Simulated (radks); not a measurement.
Values are calculated unless marked as measured or tabulated.
Problem. Species: the neon ion Ne5+. Configuration: [He] 2s1.75 2p1 3d0.25 (fractional occupations, a model configuration). Code: a radial shooting solver on a logarithmic mesh with Libxc functionals. Model: scalar-relativistic Kohn-Sham, PBE, spin-polarised, spherical densities, finite nucleus; open shells are filled with parallel spins first; Fermi nuclear charge, rms radius 3.0055 fm. Some entries of the table are withheld. Estimate them.

orbital,occ.,eigenvalue (eV),<1/r> (bohr^-1)
1s up,1,-1001.703,(1)
1s down,1,-999.5867,(2)
2s up,1,-166.2382,2.017
2s down,0.75,-160.5758,1.996
2p up,1,-146.3528,1.938
2p down,0,-140.5849,1.925
3d up,0.25,-47.8671,0.6971

Solution. 
(1) 1s up <1/r> (bohr^-1): 9.649
(2) 1s down <1/r> (bohr^-1): 9.659
